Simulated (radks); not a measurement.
Results of a calculation; reference values are marked as such.
Neutral rubidium inside a hard spherical wall (all orbitals vanish at R), configuration held at [Kr] 5s1 and not refilled when levels cross. Code: a radial shooting solver on a logarithmic mesh with Libxc functionals. Model: scalar-relativistic Kohn-Sham, r2SCAN, spin-polarised, spherical densities, finite nucleus; open shells are filled with parallel spins first (spin-orbit coupling, left out, can overturn this in heavy ions); meta-GGA in the generalised Kohn-Sham scheme; Fermi nuclear charge, rms radius 4.2036 fm. Eigenvalues in eV for spin up, with the zero of energy where the potential of the charges vanishes at infinity; a dash marks a level that is unbound or too diffuse for the functional's potential to be trusted. A positive occupied level is held by the wall or, in an anion where self-interaction has pushed it up, behind a barrier. The pressure on the wall is -dE/dV.

R (bohr) = free: E (hartree) -2981.68263; kinetic (hartree) 3053.799; e(3d) -105.70; e(4s) -33.033; e(4p) -16.541; e(5s) -2.495; e(5p, empty) -0.848; e(6s, empty) -; pressure (GPa) 0
R (bohr) = 15: E (hartree) -2981.68253; kinetic (hartree) 3053.800; e(3d) -105.68; e(4s) -33.017; e(4p) -16.525; e(5s) -2.486; e(5p, empty) -0.801; e(6s, empty) 0.923; pressure (GPa) 0.000922
R (bohr) = 7: E (hartree) -2981.63529; kinetic (hartree) 3053.993; e(3d) -104.36; e(4s) -31.754; e(4p) -15.311; e(5s) -0.739; e(5p, empty) 2.626; e(6s, empty) 13.986; pressure (GPa) 1.67
R (bohr) = 6: E (hartree) -2981.58144; kinetic (hartree) 3054.172; e(3d) -103.63; e(4s) -31.103; e(4p) -14.705; e(5s) 0.941; e(5p, empty) 5.376; e(6s, empty) 22.464; pressure (GPa) 5.20
R (bohr) = 5: E (hartree) -2981.44704; kinetic (hartree) 3054.638; e(3d) -102.23; e(4s) -29.949; e(4p) -13.623; e(5s) 4.794; e(5p, empty) 11.053; e(6s, empty) 38.181; pressure (GPa) 20.2
R (bohr) = 4: E (hartree) -2981.02189; kinetic (hartree) 3056.216; e(3d) -98.517; e(4s) -27.203; e(4p) -10.861; e(5s) 15.153; e(5p, empty) 24.552; e(6s, empty) 71.438; pressure (GPa) 113
R (bohr) = 2.5: E (hartree) -2975.91750; kinetic (hartree) 3073.491; e(3d) -73.041; e(4s) -6.745; e(4p) 12.565; e(5s) 94.463; e(5p, empty) 113.64; e(6s, empty) 260.42; pressure (GPa) 3820
R (bohr) = 1.5: E (hartree) -2935.28253; kinetic (hartree) 3185.493; e(3d) 6.029; e(4s) 113.85; e(4p) 146.86; e(5s) 471.92; e(5p, empty) 498.40; e(6s, empty) 994.55; pressure (GPa) 123000
